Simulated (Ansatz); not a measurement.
The cluster Cu₅H₅, relaxed as a singlet with RKS PBE-D4/def2-SVP in Ansatz, starting from the GFN2-xTB geometry. Force threshold 0.02 eV/Å.

The relaxation made no stability test and no search for a lower SCF solution. No other spin state of charge 0 was run. Another isomer (singlet) lies 0.96 eV lower at PBE0-D4/def2-TZVP; other spin states weren't run for this one.

Start:

```xyz
10

Cu   -1.250   -5.881    2.616
Cu    1.168    5.678   -2.467
Cu   -0.041   -0.356    0.114
Cu    0.576    2.668   -1.212
Cu   -0.573   -2.872    1.241
H    -1.578   -7.278    3.255
H    -0.897   -4.393    1.928
H     0.275    1.161   -0.573
H     1.449    7.115   -3.044
H     0.872    4.158   -1.858
```

Problem. Estimate the energy that the relaxation releases and the steps that it takes.

Solution. 6.81 eV, in 52 steps; 2.7 min on 4 threads of Arm Neoverse V2 on a shared host. No frequencies were taken in this run, so the end may be a saddle point.

Problem. Does the start keep its bonding?

Solution. Bonds lost: Cu3–Cu5, Cu3–H8, Cu5–H7 (atoms count from 1). Bonds formed: Cu3–H7, Cu3–H10, Cu5–H6, Cu5–H8 (atoms count from 1). Metal–metal contacts that move far: Cu2–Cu3 6.67 to 2.43 Å, Cu1–Cu3 6.19 to 2.35 Å, Cu4–Cu5 6.17 to 2.36 Å, Cu1–Cu5 3.38 to 2.35 Å, Cu3–Cu4 3.36 to 2.40 Å, Cu2–Cu4 3.32 to 2.43 Å.

Problem. Predict the relaxed structure.

Solution. 
```xyz
10

Cu   -0.080   -1.565    1.495
Cu    0.585    2.264   -0.424
Cu    1.243    0.164    0.598
Cu   -0.120    0.147   -1.380
Cu   -1.415   -1.579   -0.437
H    -1.422   -2.360    1.000
H     1.249   -0.742    1.954
H    -1.386   -0.769   -1.849
H    -0.028    3.588    0.003
H     1.373    0.851   -0.960
```
Bond lengths (bridged metal pairs left out): 10 × Cu–H 1.52 to 1.71 Å.
